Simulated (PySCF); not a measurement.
PySCF input file for sulfur difluoride anion (F2S), SMILES S(F)F (connectivity only; charge and spin as stated), charge -1, multiplicity 2, C-PCM-ωB97X/def2-SVPD. Geometry: B3LYP-D3(BJ)/def2-TZVPD. A frequency run showed that this geometry is not a minimum. The multiplicity is an assumed one; other spin states were not compared.

```python
import numpy as np
from pyscf import gto, scf, dft
from pyscf.solvent import pcm

mol = gto.M(
    atom='''
    F     0.00000000   -1.17811154   -0.64814486
    S     0.00000000    0.00000000    0.72916297
    F     0.00000000    1.17811153   -0.64814486
    ''',
    basis='def2-SVPD',
    charge=-1,
    spin=1,
    max_memory=1600,
    verbose=3,
)
mf = dft.UKS(mol, xc='wb97x').density_fit(auxbasis='def2-universal-jkfit')
mf.grids.level = 3
mf.conv_tol = 1e-9
mf.max_cycle = 100
mf.kernel()
fine, coarse = mf.grids, dft.Grids(mol).set(level=1).build(with_non0tab=True)
for _ in range(3):  # follow internal instabilities
    mf.grids = coarse
    mo, _, stable, _ = mf.stability(return_status=True, nroots=4)
    mf.grids = fine
    if stable:
        break
    mf.kernel(mf.make_rdm1(mo, mf.mo_occ))
res = {}
for name, eps in {'water': 78.355, 'chlorobenzene': 5.6968, 'chloroform': 4.7113}.items():
    s = mf.PCM()
    s.with_solvent.method, s.with_solvent.eps, s.with_solvent.lebedev_order = 'C-PCM', eps, 29
    s.kernel(mf.make_rdm1())
    res[name] = (s.e_tot, eps, s.dip_moment(), s.mo_energy, s.converged)
    print(f'{name}: electrostatic solvation free energy {(s.e_tot - mf.e_tot) * 627.509474:.3f} kcal/mol')
```

Output:

```

WARN: HOMO -0.177162858215907 >= LUMO -0.177162858215906

converged SCF energy = -597.540826606975  <S^2> = 0.75469232  2S+1 = 2.0046868
<class 'pyscf.df.df_jk.DFUKS'> wavefunction is stable in the internal stability analysis

WARN: PCM is an experimental feature. It is still in testing.
Features and APIs may be changed in the future.

converged SCF energy = -597.6400015603  <S^2> = 0.75440293  2S+1 = 2.0043981

WARN: System has nonzero charge -1; the dipole moment is origin-dependent.
Location of origin: [0. 0. 0.]

Dipole moment(X, Y, Z, Debye): -0.00000, -0.00000,  1.35652
water: electrostatic solvation free energy -62.233 kcal/mol

WARN: PCM is an experimental feature. It is still in testing.
Features and APIs may be changed in the future.

converged SCF energy = -597.62344939566  <S^2> = 0.75445568  2S+1 = 2.0044507

WARN: System has nonzero charge -1; the dipole moment is origin-dependent.
Location of origin: [0. 0. 0.]

Dipole moment(X, Y, Z, Debye): -0.00000, -0.00000,  1.23195
chlorobenzene: electrostatic solvation free energy -51.847 kcal/mol

WARN: PCM is an experimental feature. It is still in testing.
Features and APIs may be changed in the future.

converged SCF energy = -597.619727144338  <S^2> = 0.7544672  2S+1 = 2.0044622

WARN: System has nonzero charge -1; the dipole moment is origin-dependent.
Location of origin: [0. 0. 0.]

Dipole moment(X, Y, Z, Debye): -0.00000, -0.00000,  1.20524
chloroform: electrostatic solvation free energy -49.511 kcal/mol
```

The calculation finished and met its thresholds.

Cost: around 23 core-seconds (rough).
